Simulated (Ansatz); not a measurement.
Molecule: C2H6BO, charge 0, multiplicity 2. It need not be the lowest isomer of its formula. SMILES: CB(C)[O]
Structure (B3LYP-D3(BJ)/def2-TZVP (Ansatz, a quantum-chemistry and plane-wave program) minimum search):
```xyz
10

B      0.1477    -0.0069    -0.0829
C     -0.6242     1.3902     0.0576
C     -0.4718    -1.3387     0.5574
O      1.2776    -0.0600    -0.7168
H     -1.6136     1.2869    -0.3938
H     -0.0962     2.2156    -0.4143
H     -0.7618     1.6064     1.1195
H     -0.5930    -1.1833     1.6319
H      0.1452    -2.2179     0.3868
H     -1.4634    -1.5020     0.1291
```
Charge 0, spin multiplicity 2.

Quantity: atomisation energy (electronic, to ground-state atoms), in kJ/mol. Correlated levels leave the core frozen unless marked. Open shells are spin-unrestricted. No spin-orbit coupling. Non-relativistic. The coupled-cluster limit lacks core correlation, which all-electron functionals hold. CBS marks a two-point X^-3 extrapolation of the correlation energy; Hartree-Fock from the larger set. [CCSD(T)-MP2]/basis is that difference in the basis named.

```csv
level,program,atomisation energy (kJ/mol)
revPBE/def2-TZVPD,Ansatz,…
B3LYP-D4/def2-TZVPD,Ansatz + dftd4,…
PBE0-D4/def2-TZVPD,Ansatz + dftd4,…
r2SCANh/def2-TZVPD,Ansatz,3940.0
CCSD/STO-3G,Ansatz,4110.1
"RI-MP2/CBS(cc-pVTZ,cc-pVQZ)+[CCSD(T)-MP2]/cc-pVTZ",Ansatz,3910.8
```

**Question.** Some entries are withheld; supply them.

**Answer.** 
- revPBE/def2-TZVPD, atomisation energy (kJ/mol): 3885.3
- B3LYP-D4/def2-TZVPD, atomisation energy (kJ/mol): 3946.2
- PBE0-D4/def2-TZVPD, atomisation energy (kJ/mol): 3953.4
